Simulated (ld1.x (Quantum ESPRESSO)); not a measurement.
**u(r) = r·R(r): atom against pseudo-atom (bismuth)**

Columns: radius, all-electron u(r) and pseudo u(r) of the 6s shell (level -15.50 eV) of bismuth in the configuration [Xe] 4f14 5d10 6s1 6p4; PBE, scalar-relativistic, PAW scheme, ld1.x (Quantum ESPRESSO) 7.5.

```tsv
r (bohr)	all-electron	pseudo
0.143	0.1711	-0.1144
0.285	-0.2652	-0.2255
0.428	0.0016	-0.3325
0.570	0.3404	-0.4316
0.713	0.3942	-0.5223
0.855	0.2281	-0.6017
0.998	-0.0272	-0.6699
1.140	-0.2783	-0.7250
1.283	-0.4861	-0.7674
1.425	-0.6356	-0.7964
1.568	-0.7316	-0.8127
1.710	-0.7817	-0.8163
1.853	-0.7969	-0.8079
1.995	-0.7862	-0.7881
2.138	-0.7572	-0.7572
2.280	-0.7165	-0.7165
2.423	-0.6684	-0.6684
2.565	-0.6169	-0.6169
2.708	-0.5639	-0.5639
2.850	-0.5119	-0.5119
2.992	-0.4619	-0.4619
3.135	-0.4142	-0.4142
3.278	-0.3698	-0.3698
3.420	-0.3291	-0.3291
3.563	-0.2917	-0.2917
3.705	-0.2579	-0.2579
```

(1) How many radial nodes do the two functions have?

(2) At about which radius was the pseudo-wave matched?

(3) Is the pseudo-wave norm-conserving?

Results:

(1) The all-electron 6s function has n − l − 1 = 5 (the table is too coarse to show those close to the nucleus); the pseudo-wave has 0, since the states of the same l below it are removed with the core.

(2) 2.20 bohr, where the columns begin to agree (steps of 0.14 bohr).

(3) No, it belongs to a PAW set: the norm inside the radius is not constrained, and the difference is carried by the augmentation charge.
